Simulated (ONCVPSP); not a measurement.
cadmium (Cd): variants of one ONCV potential

Base potential:

Cd (Z = 48), optimised norm-conserving Vanderbilt (ONCV), made with ONCVPSP 4.0.1 (PBE, scalar-relativistic). Core [Ar] 3d10, reference 4s2 4p6 4d10 5s1 (charge +1). Waves: 4s+5s: rc 1.45 bohr, ncon 5, nbas 9, qcut 7.1 1/bohr, 2 projectors; 4p: rc 1.50 bohr, ncon 4, nbas 7, qcut 9.3 1/bohr, 1 projector; 4d: rc 1.50 bohr, ncon 3, nbas 8, qcut 11.8 1/bohr, 2 projectors, debl 1.4 Ha. Local part: polynomial inside 1.40 bohr (lpopt 1, dvloc0 3 Ha). Core correction: Teter function, fcfact 4, rcfact 1.35.

All-electron outer shells of the reference configuration (PBE, scalar-relativistic, ld1.x):

| shell | level (eV) | outermost node (bohr) | outermost maximum (bohr) |
| --- | --- | --- | --- |
| 3d | -402.41 | – | 0.27 |
| 4s | -114.75 | 0.43 | 0.79 |
| 4p | -75.82 | 0.43 | 0.84 |
| 4d | -20.51 | 0.42 | 0.98 |
| 5s | -13.06 | 1.06 | 2.23 |

Cutoffs, loose and tight: the cutoffs (Ha) at which the residual kinetic energy of the hardest occupied pseudo-wave falls to 1 and 0.1 mHa per electron. They do not see the model core or the augmentation charge, which bear on the density cutoff. Test errors are all-electron minus pseudo excitation energies from the reference, over the configurations 4s2 4p6 4d10 5s2; 4s2 4p6 4d10 5s0; 4s2 4p6 4d9 5s0; 4s2 4p5 4d10 5s2. A dash means not determined; rows that change the core or the reference have their own tests.

| change | outcome | cutoff, loose | cutoff, tight | bound ghosts | GHOST(+) flags above zero | largest test error (meV) |
| --- | --- | --- | --- | --- | --- | --- |
| base | generated | 37 Ha | 98 Ha | none | none | -83 |
| p: rc 1.32; local potential polynomial inside 1.32 bohr (lpopt 1, dvloc0 3 Ha) | generated | 37 Ha | 98 Ha | none | none | -60 |
| p: rc 1.44 | generated | 37 Ha | 98 Ha | none | none | -76 |
| p: rc 1.62 | generated | 37 Ha | 98 Ha | none | none | -96 |
| p: rc 1.78 | generated | 37 Ha | 98 Ha | none | none | -104 |
| p: rc 1.86 | generated | 37 Ha | 98 Ha | none | none | -100 |
| p: rc 2.02 | generated | 37 Ha | 98 Ha | none | none | -101 |

**Question.** What comes out with this change to the base: p: rc 1.06; local potential polynomial inside 1.06 bohr (lpopt 1, dvloc0 3 Ha)?

**Answer.** outcome: generated; cutoff, loose: 47 Ha; cutoff, tight: 122 Ha; bound ghosts: none; GHOST(+) flags above zero: none; largest test error (meV): -40.

**Question.** What comes out with this change to the base: p: rc 2.2?

**Answer.** outcome: generated; cutoff, loose: 37 Ha; cutoff, tight: 98 Ha; bound ghosts: none; GHOST(+) flags above zero: none; largest test error (meV): -52.

**Question.** What comes out with this change to the base: p: rc 1.18; local potential polynomial inside 1.18 bohr (lpopt 1, dvloc0 3 Ha)?

**Answer.** outcome: generated; cutoff, loose: 38 Ha; cutoff, tight: 98 Ha; bound ghosts: none; GHOST(+) flags above zero: none; largest test error (meV): -41.

Reading the sweep of the p radius (base included, trends over the rows without a ghost): The loose cutoff falls from 47 Ha at 1.06 to 37 Ha at 2.2 bohr. A larger radius leaves more room for a smooth pseudo-wave, so fewer plane waves are needed; a smaller one forces it to follow the all-electron wave where it bends sharply. The median size of the test errors (rows with all tests solved) is not monotonic: lowest 5.5 meV at 1.78 bohr, highest 6.8 meV at 2.2 bohr.
